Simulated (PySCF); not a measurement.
HOMO–LUMO gap of the Kohn–Sham levels of molecules with a metal or metalloid centre, at PBE and at B3LYP.

Values in eV, from PySCF. Where two bases are given, the first is that of PBE. B3LYP is a level with its own limits.

| system | basis | PBE | B3LYP | PBE − B3LYP |
|---|---|---|---|---|
| arsine singlet | def2-TZVP | 6.47 | 8.01 | -1.54 |
| Sn(SiH3)4 singlet | def2-SVP | 5.42 | 6.81 | -1.39 |
| O[Si](O)(O)[SiH2][Ge]([Cl])([Cl])[Cl] singlet | def2-TZVP | 4.20 | 5.85 | -1.65 |
| Si(F)(Cl)(Br)(Vi) singlet | def2-TZVP | 5.04 | 6.76 | -1.72 |
| B(OMe)(SMe)2 singlet | def2-TZVP | 5.06 | 6.68 | -1.62 |
| Ge(H)2 singlet | def2-TZVP | 1.95 | 3.46 | -1.51 |
| Al2(mu-OH)2(Me)4 singlet | def2-SVP | 5.48 | 7.07 | -1.60 |
| Al(OH)2(OSiH3) singlet | def2-TZVP | 5.67 | 7.49 | -1.82 |
| Ga(H)(Et)(OEt) singlet | def2-SVP | 4.27 | 5.90 | -1.64 |
| B(CF3)(F)(H) singlet | def2-TZVP | 5.20 | 7.48 | -2.28 |
| In(H)(Me)2 singlet | def2-TZVP | 4.09 | 5.43 | -1.34 |
| Zn(F)(SiMe3) singlet | def2-TZVP | 3.28 | 4.64 | -1.36 |
| Ge(F)2(Cl)(Me) singlet | def2-TZVP | 6.42 | 8.29 | -1.87 |
| B(OMe)2(OSiH3) singlet | def2-TZVP | 6.09 | 8.03 | -1.94 |
| B(Me)(Vi)2 singlet | def2-TZVP | 3.86 | 5.43 | -1.57 |
| Cd(tBu)(NH2) singlet | def2-SVP | 2.65 | 3.91 | -1.26 |
| In(Et)(NH2)2 singlet | def2-TZVP | 3.72 | 5.31 | -1.59 |
| Bi(Br)(Me)2 singlet | def2-TZVP | 3.58 | 4.93 | -1.35 |
| Al(Cl)(H)(OSiH3) singlet | def2-TZVP | 5.65 | 7.43 | -1.78 |
| C[N]([GeH3])[Si](C)(C)C singlet | def2-SVP | 5.15 | 6.86 | -1.71 |
| B(H)(Et)(OEt) singlet | def2-SVP | 5.81 | 7.83 | -2.02 |
| C[SiH2]C#C[SiH](Cl)Cl singlet | def2-TZVP | 5.12 | 6.79 | -1.67 |
| CC(C)(C)C[SiH2]N singlet | def2-SVP | 5.73 | 7.59 | -1.85 |
| CC[SiH2][Si](Cl)(Cl)Cl singlet | def2-TZVP | 5.64 | 7.32 | -1.68 |

The mean difference from B3LYP is -1.66 eV (median -1.64) and the mean absolute one 1.66 eV (median 1.64); PBE lies above in 0 and below in 24 of 24 cases. It is closest for Cd(tBu)(NH2) singlet (-1.26), In(H)(Me)2 singlet (-1.34), Bi(Br)(Me)2 singlet (-1.35) and furthest off for B(CF3)(F)(H) singlet (-2.28), B(H)(Et)(OEt) singlet (-2.02), B(OMe)2(OSiH3) singlet (-1.94).
